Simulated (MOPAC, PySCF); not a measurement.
CH$_{2}$Si, SMILES `C=[Si]` (lower singlet), neutral singlet in the gas phase. This singlet lies 1.69 eV below the relaxed triplet at the level composite: frozen-core CCSD(T) with HF/cc-pVQZ and the correlation energy extrapolated as X^-3 from cc-pVTZ and cc-pVQZ, plus phaseless AFQMC minus CCSD(T) in cc-pVTZ // B3LYP-D3(BJ)/def2-TZVP (Ansatz).

Cartesian coordinates (Å):
```xyz
4

C     -0.1253     0.0017     0.0053
Si     1.5791    -0.0146    -0.0663
H     -0.7203     0.9136     0.0151
H     -0.7335    -0.9007     0.0460
```
Charge 0, spin multiplicity 1.

All levels are single points at this geometry (B3LYP-D3(BJ)/def2-TZVP); Pople sets use spherical d functions. Orbital energies aren't observables, and empty levels follow the basis.

```json
[
 {"level": "B3LYP-D3(BJ)/def2-TZVP in PySCF", "HOMO (eV)": "-6.31", "LUMO (eV)": "-2.77", "gap (eV)": "3.54", "dipole (D)": "0.22", "vertical IE, Delta-SCF (eV)": "–"},
 {"level": "PBE-D3(BJ)/def2-TZVP in PySCF", "HOMO (eV)": "-5.57", "LUMO (eV)": "-3.45", "gap (eV)": "2.12", "dipole (D)": "0.05", "vertical IE, Delta-SCF (eV)": "–"},
 {"level": "B3LYP/6-31G* in PySCF", "HOMO (eV)": "-6.14", "LUMO (eV)": "-2.65", "gap (eV)": "3.49", "dipole (D)": "0.39", "vertical IE, Delta-SCF (eV)": "8.72"},
 {"level": "HF/6-31G* in PySCF", "HOMO (eV)": "-8.46", "LUMO (eV)": "0.74", "gap (eV)": "9.20", "dipole (D)": "0.22", "vertical IE, Delta-SCF (eV)": "7.31"},
 {"level": "HF/STO-3G in PySCF", "HOMO (eV)": "-5.07", "LUMO (eV)": "6.40", "gap (eV)": "11.47", "dipole (D)": "1.11", "vertical IE, Delta-SCF (eV)": "–"},
 {"level": "AM1 in MOPAC", "HOMO (eV)": "-8.15", "LUMO (eV)": "-0.90", "gap (eV)": "7.25", "dipole (D)": "0.27", "vertical IE, Delta-SCF (eV)": "–"}
]
```
